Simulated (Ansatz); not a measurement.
Abridged output of a molecular run in Ansatz:

```
Functional definition: HF
1551 factors; integrals over basis functions are off by at most 9.5e-4 eV
mean field evaluation 1: about -12739.9163 eV, gradient 3.9e1 eV
mean field evaluation 2: about -12740.1899 eV, gradient 3.9e1 eV
mean field evaluation 4: about -12744.3610 eV, gradient 5.7e0 eV
mean field evaluation 8: about -12744.4621 eV, gradient 3.6e-1 eV
mean field evaluation 16: about -12744.4627 eV, gradient 1.5e-6 eV
mean field -12744.46271613 eV, -468.3503663106 hartree, gradient 1.5e-6 eV, S^2 0.000000; 0 other end points of the search recorded, 0 dependent functions left out
9 core orbitals not correlated: weight in the atoms' cores, before any rotation towards them, 1.000 or more for the frozen orbitals, at most 0.000 for the correlated occupied ones
reference -12744.46271613 eV, -468.3503663106 hartree; 14, 14 occupied and 241, 241 virtual orbitals, 1551 factors
second order -21.72442733 eV of doubles, -0.00000000 eV of singles
cycle   1  -22.14894177 eV  change   -4.2e-1 eV  update   1.2e-1
cycle   2  -22.77871784 eV  change   -6.3e-1 eV  update   3.8e-2
cycle   3  -22.94903098 eV  change   -1.7e-1 eV  update   2.1e-2
cycle   4  -22.93413830 eV  change    1.5e-2 eV  update   5.8e-3
cycle   5  -22.93332192 eV  change    8.2e-4 eV  update   3.0e-3
cycle   6  -22.93410073 eV  change   -7.8e-4 eV  update   9.8e-4
cycle   7  -22.93364323 eV  change    4.6e-4 eV  update   4.2e-4
cycle   8  -22.93370083 eV  change   -5.8e-5 eV  update   1.5e-4
cycle   9  -22.93377559 eV  change   -7.5e-5 eV  update   5.1e-5
cycle  10  -22.93375941 eV  change    1.6e-5 eV  update   1.9e-5
perturbative correction -0.96423300 eV, -0.0354349092 hartree
Total energy: -12768.36070854 eV, -469.2286013331 hartree
```

Its atoms:

Z-matrix (Å, degrees):
```
C
C 1 1.505
H 1 1.093 2 112.0
H 1 1.094 2 111.7 3 -121.5
H 1 1.094 2 109.4 3 119.4
Si 2 1.873 1 117.9 3 179.7
B 2 1.519 1 120.8 3 -10.6
O 2 1.539 1 113.1 3 47.0
H 6 1.488 2 111.0 1 -60.2
H 6 1.488 2 108.6 1 59.2
H 6 1.486 2 109.6 1 178.8
H 7 1.185 2 157.4 1 -80.1
```

**Question.** Which basis set was used?
A. cc-pV(D+d)Z
B. def2-SVPD
C. def2-QZVPP
D. def2-TZVPP

**Answer.** D. It gives 264 functions.

**Question.** Write the keys of the input that set method, charge and spin (a neutral closed shell needs none for the last two).

**Answer.** 
```yaml
correlation: {method: ccsd_t}
```
